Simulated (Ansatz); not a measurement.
Stepwise reaction of `[F][Sn]([Br])([Br])[Br]` with hydrogen fluoride, as a gas-phase model of exchange steps in deposition or etching. ΔE in kJ/mol; ΔG adds harmonic PBE0-D4 terms to CCSD(T)/CBS, at 1 bar.

Calculated with Ansatz (gas phase, PBE0-D4/def2-TZVP geometries, no zero-point term in ΔE). CCSD(T)/CBS adds triple-zeta CCSD(T) − MP2 to the extrapolated MP2 energy (def2 sets, frozen cores). This one scheme is used for every species. DFT in def2-TZVPP. B3LYP here is the variant with VWN-RPA as its local correlation; programs differ in this. Elements past krypton have def2 core potentials. For Br, Sn outer-core shells are correlated without core-valence functions, which leaves a few kJ/mol of doubt a bond. Scalar relativity is left out up to krypton.

| step | reaction | PBE-D4 | B3LYP-D4 | ωB97M-V | CCSD(T)/CBS | ΔG(500 K) |
| --- | --- | --- | --- | --- | --- | --- |
| 1 | `[F][Sn]([Br])([Br])[Br]` + H–F → `[F][Sn]([F])([Br])[Br]` + HBr | 50.9 | 51.3 | 49.2 | 57.2 | 47.1 |
| 2 | `[F][Sn]([F])([Br])[Br]` + H–F → `[F][Sn]([F])([F])[Br]` + HBr | 54.6 | 54.8 | 52.6 | 59.6 | 53.2 |
| 3 | `[F][Sn]([F])([F])[Br]` + H–F → `[F][Sn]([F])([F])[F]` + HBr | 60.1 | 60.3 | 58.2 | 64.3 | 62.0 |

Problem. By hand: ΔE of the 3 steps together at CCSD(T)/CBS.

Solution. (57.2) + (59.6) + (64.3) = 181.1 kJ/mol, or 60.4 kJ/mol a step.

In ΔE each step is higher than the one before. All are uphill at CCSD(T)/CBS. ΔG lies between 47.1 and 62.0 kJ/mol a step. PBE-D4 differs from CCSD(T)/CBS by -6.3 to -4.2 kJ/mol a step. Only this route is followed, and other bonds may react first. Isolated molecules leave out the surface, adducts and barriers. Largest T1 diagnostic: 0.015.
